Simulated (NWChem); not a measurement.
System: H2BO3, doublet; SMILES OB(O)[O]

The following NWChem deck was run.

```
start job
memory heap 200 mb stack 900 mb global 1100 mb
geometry units angstroms
  O      1.315558    -0.434485     0.025195
  B      0.078855    -0.026125     0.001483
  O     -0.962066    -0.932242    -0.030394
  O     -0.218193     1.322082     0.007757
  H     -1.842522    -0.553570    -0.046679
  H     -1.150940     1.542312    -0.010735
end
basis spherical
  * library def2-svp
end
dft
  odft
  mult 2
  xc b3lyp
  iterations 150
end
driver
  maxiter 150
end
task dft optimize
```

Excerpt of the output:

```
             Northwest Computational Chemistry Package (NWChem) 7.3.0
             --------------------------------------------------------

 C2V symmetry detected

                             Geometry "geometry" -> ""
                             -------------------------

 Output coordinates in angstroms (scale by  1.889725989 to convert to a.u.)

  No.       Tag          Charge          X              Y              Z
 ---- ---------------- ---------- -------------- -------------- --------------
    1 O                    8.0000     0.00000000     0.00000000    -1.43721438
    2 B                    5.0000     0.00000000     0.00000000    -0.13462019
    3 O                    8.0000     0.00000000    -1.18709398     0.57005273
    4 O                    8.0000     0.00000000     1.18709398     0.57005273
    5 H                    1.0000     0.00000000    -1.10366316     1.52498613
    6 H                    1.0000     0.00000000     1.10366316     1.52498613

 Effective nuclear repulsion energy (a.u.)     108.0438358878

      Symmetry information
      --------------------

 Group name             C2v
 Group number             16
 Group order               4
 No. of unique centers     4

                                Z-matrix (autoz)
                                --------

 Units are Angstrom for bonds and degrees for angles

      Type          Name      I     J     K     L     M      Value
      ----------- --------  ----- ----- ----- ----- ----- ----------
    1 Stretch                  1     2                       1.30259
    2 Stretch                  2     3                       1.38049
    3 Stretch                  2     4                       1.38049
    4 Stretch                  3     5                       0.95857
    5 Stretch                  4     6                       0.95857
    6 Bend                     1     2     3               120.69387
    7 Bend                     1     2     4               120.69387
    8 Bend                     2     3     5               115.70071
    9 Bend                     2     4     6               115.70071
   10 Bend                     3     2     4               118.61227
   11 Torsion                  1     2     3     5         180.00000
   12 Torsion                  1     2     4     6         180.00000
   13 Torsion                  3     2     4     6           0.00000
   14 Torsion                  4     2     3     5          -0.00000

                           NWChem Geometry Optimization
                           ----------------------------

 maximum gradient threshold         (gmax) =   0.000450
 rms gradient threshold             (grms) =   0.000300
 maximum cartesian step threshold   (xmax) =   0.001800
 rms cartesian step threshold       (xrms) =   0.001200
 fixed trust radius                (trust) =   0.300000
 source of zmatrix                         =   autoz

          -------------------
          Energy Minimization
          -------------------

 Using diagonal initial Hessian
 Scaling for Hessian diagonals: bonds = 1.00  angles = 0.25  torsions = 0.10

          --------
          Step   0

                                 NWChem DFT Module
                                 -----------------

 Summary of "ao basis" -> "ao basis" (spherical)
 ------------------------------------------------------------------------------
       Tag                 Description            Shells   Functions and Types
 ---------------- ------------------------------  ------  ---------------------
 O                          def2-svp                 6       14   3s2p1d
 B                          def2-svp                 6       14   3s2p1d
 H                          def2-svp                 3        5   2s1p

      Symmetry analysis of basis
      --------------------------

        a1         28
        a2          7
        b1         11
        b2         20

            General Information
            -------------------
          SCF calculation type: DFT
          Wavefunction type:  spin polarized.
          No. of atoms     :     6
          No. of electrons :    31
           Alpha electrons :    16
            Beta electrons :    15
          Charge           :     0
          Spin multiplicity:     2
          Use of symmetry is: on ; symmetry adaption is: on
          Maximum number of iterations: 150
          AO basis - number of functions:    66
                     number of shells:    30
          Convergence on energy requested:  1.00D-06
          Convergence on density requested:  1.00D-05
          Convergence on gradient requested:  5.00D-04

              XC Information
              --------------
                         B3LYP Method XC Potential
                     Hartree-Fock (Exact) Exchange  0.200
                        Slater Exchange Functional  0.800 local
                    Becke 1988 Exchange Functional  0.720 non-local
              Lee-Yang-Parr Correlation Functional  0.810
                  VWN I RPA Correlation Functional  0.190 local

             Grid Information
             ----------------
          Grid used for XC integration:  medium
          Radial quadrature: Mura-Knowles
          Angular quadrature: Lebedev.
          Tag              B.-S. Rad. Rad. Pts. Rad. Cut. Ang. Pts.
          ---              ---------- --------- --------- ---------
          O                   0.60       49           9.0       434
          B                   0.85       49           8.0       434
          H                   0.35       45           8.0       434
          Grid pruning is: on
          Number of quadrature shells:   192
          Spatial weights used:  Erf1

      Superposition of Atomic Density Guess
      -------------------------------------

 Sum of atomic energies:        -249.57601429

      Non-variational initial energy
      ------------------------------

 Total energy =    -250.783987
 1-e energy   =    -556.289278
 2-e energy   =     197.461455
 HOMO         =      -0.459143
 LUMO         =       0.065154

   Symmetry analysis of molecular orbitals - initial alpha
   -------------------------------------------------------

  Numbering of irreducible representations:

     1 a1          2 a2          3 b1          4 b2

  Orbital symmetries:

     1 a1          2 b2          3 a1          4 a1          5 a1
     6 b2          7 a1          8 a1          9 b2         10 a1
    11 b1         12 a1         13 b2         14 a2         15 b1
    16 b2         17 a1         18 b1         19 b2         20 a1
    21 b2         22 a1         23 b1         24 a1         25 b2
    26 a1

   Symmetry analysis of molecular orbitals - initial beta
   ------------------------------------------------------

  Numbering of irreducible representations:

     1 a1          2 a2          3 b1          4 b2

  Orbital symmetries:

     1 a1          2 b2          3 a1          4 a1          5 a1
     6 b2          7 a1          8 a1          9 b2         10 a1
    11 b1         12 a1         13 b2         14 a2         15 b1
    16 b2         17 a1         18 b1         19 b2         20 a1
    21 b2         22 a1         23 b1         24 a1         25 b2
    26 a1

   convergence    iter        energy       DeltaE   RMS-Dens  Diis-err
 ---------------- ----- ----------------- --------- --------- ---------
 d= 0,ls=0.0,diis     1   -251.5102782662 -3.60D+02  7.10D-03  1.85D-01
                                                     7.18D-03  1.79D-01
 d= 0,ls=0.0,diis     2   -251.5280755718 -1.78D-02  3.40D-03  1.92D-01
                                                     3.43D-03  1.91D-01
 d= 0,ls=0.0,diis     3   -251.5937531502 -6.57D-02  8.85D-04  1.05D-02
                                                     8.15D-04  9.82D-03
 d= 0,ls=0.0,diis     4   -251.5973014514 -3.55D-03  2.51D-04  6.69D-04
                                                     3.16D-04  8.29D-04
 d= 0,ls=0.0,diis     5   -251.5975724742 -2.71D-04  1.04D-04  1.77D-04
                                                     7.18D-05  9.13D-05
  Resetting Diis
 d= 0,ls=0.0,diis     6   -251.5976262154 -5.37D-05  1.28D-05  6.59D-07
                                                     3.44D-05  1.95D-06
 d= 0,ls=0.0,diis     7   -251.5976277221 -1.51D-06  9.21D-06  2.35D-07
                                                     9.06D-06  1.31D-07
 d= 0,ls=0.0,diis     8   -251.5976278170 -9.48D-08  3.34D-06  1.00D-07
                                                     4.18D-06  1.42D-07

         Total DFT energy =     -251.597627816962
      One electron energy =     -559.453341622265
           Coulomb energy =      230.485840158326
    Exchange-Corr. energy =      -30.673962240855
 Nuclear repulsion energy =      108.043835887832

 Numeric. integr. density =       30.999997062769

                  Occupations of the irreducible representations
                  ----------------------------------------------

                     irrep           alpha         beta
                     --------     --------     --------
                     a1                8.0          8.0
                     a2                1.0          1.0
                     b1                2.0          2.0
                     b2                5.0          4.0

                    DFT Final Alpha Molecular Orbital Analysis
                    ------------------------------------------

 Vector   14  Occ=1.000000D+00  E=-3.464473D-01  Symmetry=b1
              MO Center= -2.2D-16,  1.3D-14, -4.1D-01, r^2= 2.2D+00
   Bfn.  Coefficient  Atom+Function         Bfn.  Coefficient  Atom+Function
  ----- ------------  ---------------      ----- ------------  ---------------
     4      0.479056  1 O  px                 7      0.335984  1 O  px
    32     -0.316831  3 O  px                46     -0.316831  4 O  px
    35     -0.229323  3 O  px                49     -0.229323  4 O  px
    27      0.051780  2 B  d  1              21     -0.038125  2 B  px
    18      0.033623  2 B  px

[...]

      ----------------------
      Optimization converged
      ----------------------

  Step       Energy      Delta E   Gmax     Grms     Xrms     Xmax
  ---- ---------------- -------- -------- -------- -------- --------
@    4    -251.60527705 -6.6D-07  0.00015  0.00005  0.00035  0.00097
                                     ok       ok       ok       ok

                                Z-matrix (autoz)
                                --------

 Units are Angstrom for bonds and degrees for angles

      Type          Name      I     J     K     L     M      Value     Gradient
      ----------- --------  ----- ----- ----- ----- ----- ---------- ----------
    1 Stretch                  1     2                       1.37717    0.00015
    2 Stretch                  2     3                       1.36416    0.00001
    3 Stretch                  2     4                       1.36416    0.00001
    4 Stretch                  3     5                       0.96326    0.00009
    5 Stretch                  4     6                       0.96326    0.00009
    6 Bend                     1     2     3               115.94412    0.00001
    7 Bend                     1     2     4               115.94412    0.00001
    8 Bend                     2     3     5               115.80104   -0.00000
    9 Bend                     2     4     6               115.80104   -0.00000
   10 Bend                     3     2     4               128.11176   -0.00001
   11 Torsion                  1     2     3     5         180.00000    0.00000
   12 Torsion                  1     2     4     6         180.00000    0.00000
   13 Torsion                  3     2     4     6           0.00000    0.00000
   14 Torsion                  4     2     3     5          -0.00000    0.00000

                         Geometry "geometry" -> "geometry"
                         ---------------------------------

 Output coordinates in angstroms (scale by  1.889725989 to convert to a.u.)

  No.       Tag          Charge          X              Y              Z
 ---- ---------------- ---------- -------------- -------------- --------------
    1 O                    8.0000     0.00000000     0.00000000    -1.43023075
    2 B                    5.0000     0.00000000     0.00000000    -0.05305780
    3 O                    8.0000     0.00000000    -1.22668542     0.54375638
    4 O                    8.0000     0.00000000     1.22668542     0.54375638
    5 H                    1.0000     0.00000000    -1.22428004     1.50700947
    6 H                    1.0000     0.00000000     1.22428004     1.50700947

 Effective nuclear repulsion energy (a.u.)     106.9022358561

      Symmetry information
      --------------------

 Group name             C2v
 Group number             16
 Group order               4
 No. of unique centers     4

                Final and change from initial internal coordinates
                --------------------------------------------------

                                Z-matrix (autoz)
                                --------

 Units are Angstrom for bonds and degrees for angles

      Type          Name      I     J     K     L     M      Value       Change
      ----------- --------  ----- ----- ----- ----- ----- ---------- ----------
    1 Stretch                  1     2                       1.37717    0.07458
    2 Stretch                  2     3                       1.36416   -0.01633
    3 Stretch                  2     4                       1.36416   -0.01633
    4 Stretch                  3     5                       0.96326    0.00469
    5 Stretch                  4     6                       0.96326    0.00469
    6 Bend                     1     2     3               115.94412   -4.74975
    7 Bend                     1     2     4               115.94412   -4.74975
    8 Bend                     2     3     5               115.80104    0.10033
    9 Bend                     2     4     6               115.80104    0.10033
   10 Bend                     3     2     4               128.11176    9.49949
   11 Torsion                  1     2     3     5         180.00000    0.00000
   12 Torsion                  1     2     4     6         180.00000    0.00000
   13 Torsion                  3     2     4     6           0.00000    0.00000
   14 Torsion                  4     2     3     5          -0.00000    0.00000

 ==============================================================================
                                internuclear distances
 ------------------------------------------------------------------------------
       center one      |      center two      | atomic units |  angstroms
 ------------------------------------------------------------------------------
    2 B                |   1 O                |     2.60248  |     1.37717
    3 O                |   2 B                |     2.57790  |     1.36416
    4 O                |   2 B                |     2.57790  |     1.36416
    5 H                |   3 O                |     1.82029  |     0.96326
    6 H                |   4 O                |     1.82029  |     0.96326
 ------------------------------------------------------------------------------
                         number of included internuclear distances:          5
 ==============================================================================
```

Level: B3LYP/def2-SVP, spin-unrestricted. No stability test was run on the SCF state.
